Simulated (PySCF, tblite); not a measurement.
A database entry of computed molecular properties. Lists by class give the value and the number of equivalent atoms.

```json
{
 "formula": "C5H4ClF3",
 "smiles": "FC(F)(F)[C@@]12C[C@@H]1[C@@H]2Cl",
 "charge": 0,
 "multiplicity": 1,
 "geometry_level": "GFN2-xTB",
 "electronic_structure_code": "PySCF",
 "results": {
  "GFN2-xTB geometry": {
   "point_group": "C1",
   "rotational_constants_GHz": [2.648, 0.863, 0.798]
  },
  "PBE0/pcSseg-1 ground state and GIAO shieldings, non-relativistic": {
   "dipole_D": 2.2,
   "homo_eV": -8.53,
   "lumo_eV": 0.76,
   "shift_vs_computed_TMS_C_by_class_ppm": [
    [134.9, 1],
    [67.3, 1],
    [31.4, 1],
    [22.4, 1],
    [21.5, 1]
   ],
   "shift_vs_computed_TMS_H_by_class_ppm": [
    [4.61, 1],
    [2.6, 1],
    [2.23, 1],
    [2.04, 1]
   ],
   "shielding_other_nuclei_by_class_ppm": [
    ["F", 249.9, 3],
    ["Cl", 873.4, 1]
   ]
  },
  "GFN2-xTB harmonic vibrations, gas phase": {
   "strongest_ir_bands_cm-1_km_per_mol_modes": [
    [1036.5, 169.4, 1],
    [1043.7, 252.4, 1],
    [1052.0, 137.8, 1],
    [1074.6, 95.9, 1],
    [1107.8, 73.7, 1],
    [1185.5, 101.0, 1]
   ],
   "zpe_kcal_per_mol": 49.9
  }
 }
}
```

The dipole matches unit charges of opposite sign 0.46 Å apart (1 e·Å = 4.8032 D). The rotational constants make it an asymmetric top with κ = (2B − A − C)/(A − C) = -0.93, nearer the prolate limit (−1).

 NMR classes are plain means over equivalent atoms (diastereotopic ones count apart unless rotation or inversion swaps them), as if these changed places fast; in this geometry the members of some classes differ.

Conformer computed: `[F:1][C:2]([F:3])([F:4])[C@@:5]12[CH2:6][C@@H:7]1[C@@H:8]2[Cl:9]`: F1–C2–C5–C6 95°.
